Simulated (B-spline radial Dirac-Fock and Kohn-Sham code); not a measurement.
**Sm⁵⁺: input and output of one calculation**

ΔSCF core binding energies without Breit or QED terms, calculated with a radial B-spline solver.

Input (task.json):

```json
{"items": [{"Z": 62, "q": 5, "cfg": [[1, 0, 2], [2, 0, 2], [2, 1, 6], [3, 0, 2], [3, 1, 6], [3, 2, 10], [4, 0, 2], [4, 1, 6], [4, 2, 10], [4, 3, 3], [5, 0, 2], [5, 1, 6]], "A": 152, "rrms": 5.0819, "do": "settings", "holes": ["K", "L3", "M5"],
  "settings": [{"rel": "dirac", "method": "hf", "nuc": "fermi", "radius_factor": 2.0, "rmax": 45.0, "h": 0.3, "order": 8, "points": 10, "c_factor": 1.0, "maxit": 60, "damp": 0.5, "ndamp": 3, "tol": 1e-08}]}]}
```

Command: `python xray2_run.py task.json out`

Ground-state iterations:

```
iter   energy (Ha)        error
   1   -10398.82591611  2.04e+00
   2   -10415.37905448  7.96e-01
   3   -10422.06041041  2.13e-01
   4   -10422.58887766  7.88e-02
   5   -10422.62818581  2.91e-02
   6   -10422.63697081  4.40e-03
   7   -10422.63712044  1.07e-03
   8   -10422.63712966  1.45e-04
   9   -10422.63712987  3.41e-06
  10   -10422.63712987  9.46e-08
```

The ground state converged in 10 iterations, with total energy -10422.63713 Ha, virial ratio 1.92284 and highest orbital energy -85.78 eV. ΔSCF binding energies: K (1s) 47092.9 eV, L3 (2p3/2) 6818.5 eV, M5 (3d5/2) 1171.8 eV.
